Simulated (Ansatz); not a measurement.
Correlation energies of C2H9BSSi by basis set

```xyz
14

C     0.306   -2.361    0.100
S    -0.546   -0.884    0.672
C    -0.943   -0.053   -0.905
B     0.350    0.605   -0.308
Si    0.230    2.323    0.718
H     0.922   -2.725    0.922
H     0.943   -2.104   -0.745
H    -0.422   -3.122   -0.178
H    -1.914    0.429   -0.825
H    -0.897   -0.759   -1.730
H     1.414    0.221   -0.708
H    -1.114    2.495    1.353
H     1.240    2.431    1.811
H     0.429    3.504   -0.175
```

Total charge 0; spin multiplicity 1. The bonds changed during the relaxation, so this is another structure than the one it started from. Geometry: relaxed with PBE0-D4/def2-TZVP. It is one conformer, not always the lowest. Frozen core, restricted reference, Ansatz. CBS rows extrapolate triple and quadruple zeta; past MP2 they add the triple-zeta difference.

```
     basis     HF (Eh)  MP2 corr.  CCSD corr.       (T)  CCSD(T) total
def2-TZVPP  -792.15503   -0.77577    -0.84186  -0.03692     -793.03381
def2-QZVPP  -792.18016   -0.82923           –         –              –
 CBS(def2)  -792.18362   -0.86882    -0.93491     as TZ     -793.15545
```
